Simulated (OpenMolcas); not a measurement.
Au: CASPT2 settings compared

```json
{
  "Program": "OpenMolcas 26.06",
  "Basis": "ANO-RCC-VQZP [9s8p6d4f2g1h]",
  "Scalar Hamiltonian": "DKH3, point nucleus",
  "Active space": "11 electrons in 6 orbitals (5d 6s)",
  "State averaging": "2S+1 = 2 even, 6 roots",
  "Spin-orbit coupling": "RASSI with atomic mean-field integrals over the reference wave functions, term energies averaged over their components"
}
```

Methods on the same reference wave functions:
A. CASSCF
B. SS-CASPT2, IPEA 0.2 Eh, no level shift (closed shells correlated: 5s 5p)
C. SS-CASPT2, IPEA 0.1 Eh, sigma1 regulariser 0.1 Eh (closed shells correlated: 4f 5s 5p)
D. SS-CASPT2, IPEA 0.4 Eh, imaginary shift 0.3 Eh (closed shells correlated: none)

Energies in cm-1 above 5d10 6s 2S 1/2, the measured ground level; measured values from NIST Handbook of Basic Atomic Spectroscopic Data.

```csv
Level,A,B,C,D,Measured
5d10 6s 2S 1/2,0.0,0.0,0.0,0.0,0.0
5d9 6s2 2D 5/2,5089,7280,8050,10200,9161
5d9 6s2 2D 3/2,17325,19510,20290,22430,21435
```

Deviations, from unrounded energies. A percentage is the sum of absolute deviations over the sum of measured energies, with the sign that they share, or ± where signs differ.

| Against measurement | Levels | A | B | C | D |
| --- | --- | --- | --- | --- | --- |
| mean absolute deviation (cm-1) | 2 | 4100 | 1900 | 1100 | 1000 |
| other configurations (%) | 2 | -26.7 | -12.5 | -7.4 | +6.6 |

D lies closest to measurement on these levels and A furthest from it. The largest miss of D in the table is 5d9 6s2 2D 5/2, by +1000 cm-1. The ranking rests on the paired levels alone, and a cruder setting can come out closer through cancelling errors.

Among B to D the level of the table that moves most is 5d9 6s2 2D 5/2, by 2900 cm-1 (lowest in B, highest in D). Moves below CASPT2's spread within the term are not significant.

The two smallest mean deviations differ by little beside CASPT2's spread within terms, so their order carries little weight.

The lowest spin-free term lies below A's lowest term by 0.694 hartree in B, 0.981 hartree in C, 0.417 hartree in D.

CASPT2 does not keep the components of a term degenerate, so their means are used; among the terms shown or strongly mixed into the levels shown the widest spread is 390 cm-1 (5d9 6s2 2D, D). A single d shell beside an s shell can misplace configurations of different d count against each other. Without dynamic correlation excited terms often stand tens of per cent too high (terms of higher spin than the ground term too low), and those without a measured partner can miss by more than the paired ones (holds for A). Computed and measured levels are paired by configuration, term and J; levels that our copy of the source lacks, or whose pairing is in doubt (as where it misses far off the trend of its configuration), stay unpaired and out of the deviations. Only configurations of the active space appear.
